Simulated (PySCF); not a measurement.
Sn(Pgl)(OH)3 (C3H6O3Sn), SMILES C([CH2][Sn]([OH])([OH])[OH])#C. Atoms are numbered in the order given.

```xyz
13

C      3.1375    -0.1633     1.3970
C      2.4321     0.3299     0.5421
C      1.5346     0.8763    -0.4485
Sn    -0.4171     0.0045    -0.1651
O     -0.4641    -1.1646     1.4271
O     -1.8827     1.2923     0.1453
O     -0.8174    -0.9967    -1.8155
H      3.7933    -0.5785     2.1399
H      1.8442     0.6290    -1.4755
H      1.4296     1.9683    -0.3619
H      0.4363    -1.3385     1.7331
H     -2.2512     1.1623     1.0284
H     -1.7068    -1.3701    -1.8082
```
Charge 0, spin multiplicity 1.

The structure is a stationary point at PBE0-D3(BJ)/def2-SVP. The def2 effective core potentials stand for the cores of Sn; spin–orbit coupling is left out. The values are those of a single conformer.

Computed with PBE0-D3(BJ)/def2-SVP run with PySCF.

Frequencies are harmonic and unscaled.

```
mode  ν (cm⁻¹)  IR (km/mol)  moving atoms (share of kinetic energy)
----  --------  -----------  --------------------------------------
1           27          0.1                  C 40 %, O 40 %, H 17 %
2           84          6.9                  O 51 %, C 33 %, H 12 %
3          105         15.7                  O 46 %, H 30 %, C 23 %
4          127         10.2                  O 37 %, H 30 %, C 27 %
5          159         26.3                 O 71 %, Sn 14 %, H 11 %
6          171          9.8         C 33 %, O 30 %, H 22 %, Sn 15 %
7          187         25.7         O 55 %, Sn 20 %, H 16 %, C 10 %
8          207        100.7                          H 64 %, O 30 %
9          237         31.9                          H 77 %, O 20 %
10         282        124.8                          H 88 %, O 11 %
11         348         19.0                          C 65 %, H 35 %
12         401         24.4                   C 81 %, H 9 %, Sn 9 %
13         595          5.1                  C 68 %, H 17 %, O 14 %
14         629         42.2                   O 79 %, C 8 %, Sn 8 %
15         640         85.3                         O 83 %, Sn 15 %
16         646         98.6                         O 83 %, Sn 15 %
17         672         45.2                          H 78 %, C 21 %
18         705         52.6                          H 74 %, C 25 %
19         724          2.2                          H 70 %, C 29 %
20         845         65.2                                  H 92 %
21         855         58.7                                  H 93 %
22         881        132.6                           H 91 %, O 8 %
23         992          2.1                          C 68 %, H 32 %
24        1120         11.2                          H 59 %, C 41 %
25        1126          2.7                          H 86 %, C 14 %
26        1415          7.0                          H 89 %, C 11 %
27        2233         16.5                           C 91 %, H 9 %
28        3092          0.5                                  H 95 %
29        3162          2.2                          H 90 %, C 10 %
30        3487         96.4                          H 86 %, C 14 %
31        3856         50.5                                  H 94 %
32        3877         80.4                                  H 94 %
33        3892         86.4                                  H 94 %
```
